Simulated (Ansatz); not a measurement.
A nudged elastic band was laid between two geometries of BrH + ClGeH3 (7 atoms, charge 0, multiplicity 1).

These are results of RKS PBE0-D4/def2-SVP (Ansatz 0.2.0), not measurements.

- movable images: 2
- climbing image: no
- spring: 5.0 eV/Å²
- optimiser: quadratic models (default)
- start path: through a guess of the saddle point
- force threshold: 0.03 eV/Å
- iteration limit: 60
- end points: relaxed

First end point:

```xyz
7
Properties=species:S:1:pos:R:3
Ge 0.289 0.000 -0.074
Cl 0.287 0.000 2.111
H 1.766 0.000 -0.485
H -0.437 1.275 -0.513
H -0.437 -1.275 -0.513
Br -3.392 0.000 1.437
H -2.092 0.000 2.044
```

Last end point:

```xyz
7
Properties=species:S:1:pos:R:3
Ge -0.448 0.000 -0.546
Cl 0.099 0.000 3.464
H 0.681 0.000 0.486
H -0.471 1.270 -1.404
H -0.471 -1.270 -1.404
Br -2.434 0.000 0.676
H -0.973 0.000 2.736
```

Which bonds break or form, and what moves?

Bonds broken: Ge1–Cl2, Br6–H7. Bonds formed: Ge1–Br6, Cl2–H7. BrH + ClGeH3 becomes BrGeH3 + ClH.

Give the energies along the band, and the barrier.

The forces met the threshold. The highest image is number 1 of 0 to 3, 0.81 eV above the first end and 0.84 eV above the last; the last end lies 0.04 eV below the first. No image climbed, so the highest image needn't sit at the top of the path. A band with more images between the same ends climbed to 1.30 eV, so this one has probably stepped over the top. So few images can step over the top or miss a turn of the path. The orbitals stay closed-shell, which can raise the energy where a bond breaks towards radicals; this wasn't checked here.

```csv
image,path coordinate (Å),energy (eV),Ge1–Cl2 (Å),Br6–H7 (Å),Ge1–Br6 (Å)
0,0.00,0.00,2.19,1.43,3.98
1,1.11,0.81,2.36,1.52,2.99
2,2.23,0.66,3.13,2.06,2.45
3,3.34,-0.04,4.05,2.53,2.33
```

What is the geometry of the highest image?


```xyz
7
Properties=species:S:1:pos:R:3
Ge -0.044 0.000 -0.058
Cl 0.171 0.000 2.291
H 1.471 0.000 -0.055
H -0.596 1.273 -0.728
H -0.596 -1.273 -0.728
Br -2.784 0.000 1.145
H -1.637 0.000 2.143
```

The run took 46 s on 2 threads of Arm Neoverse V1, with other jobs on the host, peak memory 0.25 GiB.
